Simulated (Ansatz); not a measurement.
Reaction (ligand exchange at a B–N bond): `CNBS` + `N[SiH3]` → `[SiH3]NBS` + CH₃NH₂

Gas-phase electronic energies from Ansatz, PBE0-D4/def2-TZVP geometries. CCSD(T)/CBS is the MP2 limit (def2-TZVPP, def2-QZVPP) plus CCSD(T) − MP2 in def2-TZVPP, frozen cores. This one scheme is used for every species. DFT in def2-TZVPP. HSE06 is defined as in plane-wave codes. Each species was taken in one conformer, which may not be the lowest.

Problem. Is it downhill or uphill in electronic energy at CCSD(T)/CBS, and by how much? (Best estimate.)

Solution. Ansatz gave: Uphill: ΔE = +8.9 kJ/mol.

Problem. What do these levels give: PBE-D4, BLYP-D4, PBE0-D4, HSE06-D4, BHLYP-D4, HSE06, BHLYP, RPA@PBE/def2-TZVPP, HF/def2-SVP, SCS-MP2/def2-TZVPP, SCS-MP2/def2-QZVPP, CCSD/CBS(def2)? (An estimate is asked.)

Solution. Computed: PBE-D4 11.5, BLYP-D4 10.3, PBE0-D4 10.6, HSE06-D4 10.6, BHLYP-D4 8.9, HSE06 11.5, BHLYP 10.8, RPA@PBE/def2-TZVPP 6.5, HF/def2-SVP 6.6, SCS-MP2/def2-TZVPP 8.6, SCS-MP2/def2-QZVPP 9.0, CCSD/CBS(def2) 8.9 kJ/mol.

Largest T1 diagnostic among the species: 0.012.

Leaving LDA and LC-ωPBE aside and taking each functional with its dispersion term where it has one, the values, not all of them listed here, spread over 2.9 kJ/mol, from BHLYP-D4 to CAM-B3LYP-D4. LDA lies +4.6 kJ/mol from PBE without D4.
